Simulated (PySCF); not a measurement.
C4H10BBrO, singlet, at a GFN2-xTB geometry, atoms displaced at random by about 0.03 Å a coordinate; PySCF with HF/STO-3G, gradient.

Here is a job for PySCF.
```python
from pyscf import gto, scf

mol = gto.Mole()
mol.atom = '''
    B    -0.61487465   -0.25688061   -0.23181501
    Br    1.01082634    0.81801684   -0.28687123
    C    -1.50586973   -0.25830335   -1.52509111
    C    -1.80877703    1.08572296   -2.10022788
    H    -2.46855624   -0.75964448   -1.33736427
    H    -1.04089076   -0.83303544   -2.33480617
    H    -0.88465867    1.63003535   -2.43965784
    H    -2.34208978    1.76996028   -1.39874374
    H    -2.43194416    1.01448153   -3.03855649
    O    -0.96529201   -0.85356738    0.81796465
    C    -0.29708229   -0.96853862    2.07818284
    C     0.70671114   -2.22748159    2.00853305
    H     0.23191342   -0.07241966    2.30058148
    H    -1.05546947   -1.14240212    2.85156816
    H     1.41705394   -1.98144684    1.26807590
    H     1.17485891   -2.34084231    2.96321463
    H     0.17179195   -3.09900548    1.79616774
'''
mol.basis = 'sto-3g'
mol.verbose = 4
mol.build()

mf = scf.RHF(mol)
mf.conv_tol = 1e-11
mf.kernel()
g = mf.nuc_grad_method()
grad = g.kernel()
```

Question: Predict the main parts of the log of this PySCF run.

Answer: 
```
PySCF version 2.14.0

[INPUT] verbose = 4
[INPUT] num. atoms = 17
[INPUT] num. electrons = 82
[INPUT] charge = 0
[INPUT] spin (= nelec alpha-beta = 2S) = 0
[INPUT] symmetry False subgroup None
[INPUT] Mole.unit = angstrom
[INPUT] Symbol           X                Y                Z      unit          X                Y                Z       unit  Magmom
[...]
nuclear repulsion = 501.388546441012
number of shells = 36
number of NR pGTOs = 174
number of NR cGTOs = 58
basis = sto-3g
ecp = {}

******** <class 'pyscf.scf.hf.RHF'> ********
method = RHF
initial guess = minao
damping factor = 0
level_shift factor = 0
DIIS = <class 'pyscf.scf.diis.CDIIS'>
diis_start_cycle = 1
diis_space = 8
diis_damp = 0
SCF conv_tol = 1e-11
SCF conv_tol_grad = None
SCF max_cycles = 50
direct_scf = True
direct_scf_tol = 1e-13
Set gradient conv threshold to 3.16228e-06
Initial guess from minao.
init E= -2795.88522161473
[...]
cycle= 1 E= -2798.33204210073  delta_E= -2.45  |g|= 0.489  |ddm|= 4.79
[...]
cycle= 2 E= -2798.43502230647  delta_E= -0.103  |g|= 0.159  |ddm|= 0.966
[...]
cycle= 3 E= -2798.44355194984  delta_E= -0.00853  |g|= 0.0452  |ddm|= 0.251
[...]
cycle= 4 E= -2798.44461986515  delta_E= -0.00107  |g|= 0.00856  |ddm|= 0.0995
[...]
cycle= 5 E= -2798.44466626009  delta_E= -4.64e-05  |g|= 0.00226  |ddm|= 0.0221
[...]
cycle= 6 E= -2798.44467047371  delta_E= -4.21e-06  |g|= 0.000437  |ddm|= 0.00723
[...]
cycle= 7 E= -2798.44467061766  delta_E= -1.44e-07  |g|= 9.46e-05  |ddm|= 0.00134
[...]
cycle= 8 E= -2798.44467062401  delta_E= -6.36e-09  |g|= 2.23e-05  |ddm|= 0.000261
[...]
cycle= 9 E= -2798.4446706244  delta_E= -3.86e-10  |g|= 4.61e-06  |ddm|= 6.35e-05
[...]
cycle= 10 E= -2798.44467062441  delta_E= -1.05e-11  |g|= 1.22e-06  |ddm|= 1.28e-05
[...]
cycle= 11 E= -2798.44467062442  delta_E= -8.19e-12  |g|= 3.48e-07  |ddm|= 3.55e-06
[...]
Extra cycle  E= -2798.44467062443  delta_E= -1.23e-11  |g|= 1.62e-07  |ddm|= 7.71e-07
converged SCF energy = -2798.44467062443

******** <class 'pyscf.grad.rhf.Gradients'> for <class 'pyscf.scf.hf.RHF'> ********
unit = Eh/Bohr
--------------- RHF gradients ---------------
         x                y                z
0 B    -0.0425976256    -0.0555054572     0.0580448021
1 Br     0.0037127138     0.0060058748    -0.0009816490
2 C     0.0194736798     0.0459514978     0.0094067482
3 C     0.0084602596    -0.0767625080     0.0465997794
4 H    -0.0123007265    -0.0026485807    -0.0027296982
5 H    -0.0025285724     0.0004108149    -0.0107112977
6 H     0.0217557625     0.0168261841    -0.0154393837
7 H    -0.0105341110     0.0176224178     0.0130164884
8 H    -0.0133459585     0.0025872981    -0.0313292824
9 O     0.0320297739     0.0447401119    -0.0711063373
10 C    -0.0068563320     0.0614776603     0.0102764949
11 C     0.0330297272    -0.0732356647    -0.0254246324
12 H    -0.0169316325    -0.0235207896    -0.0059880419
13 H     0.0003949390    -0.0015420524     0.0032835330
14 H    -0.0231558599     0.0042366114     0.0203246813
15 H    -0.0099712499     0.0003682998    -0.0118718068
16 H     0.0193652124     0.0329882817     0.0146296021
----------------------------------------------
```
